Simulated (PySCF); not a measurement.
Working out the excitation energy of Tc

Tc [Kr] 4d5 5s2 (6S) → Tc [Kr] 4d4 5s2 6s1 (6D). Computed with PySCF 2.14 in aug-cc-pVDZ-PP with ECP28MDF, with a scalar-relativistic core potential. Frozen: 4s2 4p6. Energies in hartree (1 hartree = 27.21139 eV):

```tsv
part	Tc (lower)	Tc (upper)
UHF	-79.847228	-79.488305
MP2 opposite-spin	-0.041778	-0.045557
MP2 same-spin	-0.061437	-0.041578
```

Question: What does Hartree-Fock give?

Answer: (-79.488305) − (-79.847228) = 0.358923 hartree = 9.767 eV.

Question: What do MP2 and SCS-MP2 (6/5 opposite-spin, 1/3 same-spin) give?

Answer: The opposite-spin parts differ by -0.103 eV and the same-spin parts by 0.540 eV. MP2: 9.767 + (-0.103) + (0.540) = 10.204 eV. SCS-MP2: 9.767 + 1.2 × (-0.103) + (0.540)/3 = 9.823 eV.

The upper state lies above the first ionisation limit, where it may autoionise and the basis confines it. A Rydberg-like electron needs more diffuse functions than a valence basis has.

A double-zeta basis recovers only part of the correlation energy.
